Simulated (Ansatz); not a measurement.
Program: Ansatz 0.2.0.

A structure relaxed at PBE0-D4/def2-TZVP, charge 0, multiplicity 2:

```
atom    x (Å)    y (Å)    z (Å)
  O1   0.6734   2.2667   0.2665
 Si2   1.1515   0.7322  -0.1268
 Si3  -0.7443  -0.6308  -0.0904
  O4  -0.2113  -2.0877  -0.6216
 Cl5  -2.1466   0.1680  -1.3748
  H6   1.3491   2.8800   0.5605
  H7   2.2213   0.2669   0.8143
  H8  -1.4634  -0.7746   1.2039
  H9  -0.8296  -2.8207  -0.6316
```

**Question.** Give its formula and SMILES.

**Answer.** ClH4O2Si2, `O[SiH][SiH](O)Cl`.

**Question.** Summarise the bond lengths by kind.

**Answer.** 2 × O–Si 1.640 to 1.655 Å; 2 × H–O 0.959 Å; 1 × Si–Si 2.335 Å; 2 × H–Si 1.488 to 1.499 Å; 1 × Cl–Si 2.063 Å.
